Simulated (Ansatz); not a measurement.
`C[S][Ti]([OH])([Cl])[Cl]` → `[CH2]` (triplet) + `[OH][Ti]([SH])([Cl])[Cl]`  (formal loss of a carbene)

Computed with Ansatz on PBE0-D4/def2-TZVP structures; ΔE is electronic, products minus reactants. CCSD(T)/CBS adds triple-zeta CCSD(T) − MP2 to the extrapolated MP2 energy (def2 sets, frozen cores). This one scheme is used for every species. DFT in def2-TZVPP. B3LYP here is the variant with VWN-RPA as its local correlation; programs differ in this. Triplets are unrestricted, without spin–orbit coupling. For Ti outer-core shells are correlated without core-valence functions, which leaves a few kJ/mol of doubt a bond. Scalar relativity is left out up to krypton. Each species was taken in one conformer, which may not be the lowest.

`C[S][Ti]([OH])([Cl])[Cl]`:

Z-matrix (Å, degrees):
```
C
S 1 1.819
H 1 1.089 2 110.3
H 1 1.090 2 106.9 3 118.9
H 1 1.090 2 111.0 3 -122.3
Ti 2 2.247 1 99.4 3 67.6
Cl 6 2.199 2 108.0 1 -58.1
O 6 1.742 2 104.9 1 -179.0
Cl 6 2.200 2 108.4 1 60.0
H 8 0.956 6 159.5 2 175.6
```

`[CH2]` (triplet):

Z-matrix (Å, degrees):
```
C
H 1 1.079
H 1 1.079 2 134.9
```

`[OH][Ti]([SH])([Cl])[Cl]`:

Cartesian coordinates in Å:
```
O -0.306 0.276 -1.682
Ti 0.059 -0.269 -0.066
S -0.681 1.406 1.272
Cl -0.978 -2.134 0.432
Cl 2.211 -0.537 0.223
H 0.002 0.537 -2.551
H -0.306 0.722 2.372
```

| level | ΔE (kJ/mol) | difference from CCSD(T)/CBS |
| --- | --- | --- |
| ωB97X-V | 437.0 | 6.8 |
| ωB97M-V | 428.7 | -1.5 |
| B2PLYP | 419.0 | -11.2 |
| PBE | 428.7 | -1.5 |
| PBE0 | 418.6 | -11.6 |
| B3LYP | 409.0 | -21.2 |
| HF/def2-TZVPP | 272.6 | -157.6 |
| MP2/def2-TZVPP | 432.3 | 2.1 |
| SCS-MP2/def2-TZVPP | 431.1 | 0.9 |
| CCSD/def2-TZVPP | 401.5 | -28.7 |
| HF/def2-QZVPP | 272.5 | -157.7 |
| MP2/def2-QZVPP | 440.4 | 10.2 |
| SCS-MP2/def2-QZVPP | 440.4 | 10.2 |
| HF/CBS(def2) | 272.5 | -157.7 |
| MP2/CBS(def2) | 446.5 | 16.3 |
| CCSD/CBS(def2) | 415.7 | -14.5 |
| CCSD(T)/CBS | 430.2 | 0 |

Largest T1 diagnostic among the species: 0.026, so the coupled-cluster value is less sure than usual.

From PBE to PBE0 (25 % exact exchange), in def2-TZVPP and without D4, ΔE moves by −10.1 kJ/mol. In def2-TZVPP, CCSD(T) changes the Hartree–Fock value by +143.4 kJ/mol (the triples alone add +14.5 kJ/mol) and MP2 by +159.7 kJ/mol. The D4 term adds +13.7 kJ/mol with B3LYP and +7.5 kJ/mol with PBE0; it sums over pairs of atoms, weighted by their polarisabilities, and B3LYP, whose exchange is more repulsive, gets the larger term.
